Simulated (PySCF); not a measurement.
B(F)(SeH)2 (BFH2Se2), SMILES FB([SeH])[SeH].

Coordinates come from a B3LYP-D3(BJ)/def2-SVP optimisation. The structure was generated by enumeration, and PubChem lists no compound with its InChIKey, so it may never have been made. One conformer was computed; it need not be the lowest.

Method: PBE/def2-TZVP run with PySCF.

Isolated molecule, no solvent.

Estimate the frontier levels, gap, dipole moment and polarisability. (An estimate is asked for; the answer gives what the named calculation found.)


```yaml
highest_occupied_level: -6.13 eV
lowest_empty_level: -1.55 eV
orbital_gap: 4.58 eV
dipole_moment: 0.166 e·Å
quadrupole, principal values (traceless, Buckingham form, about the centre of nuclear charge): -3.75, -1.69, 5.44 D·Å
mean_static_polarisability: 69.4 bohr³ (10.28 Å³)
polarisability_principal_values: 50.7, 62.1, 95.3 bohr³
```
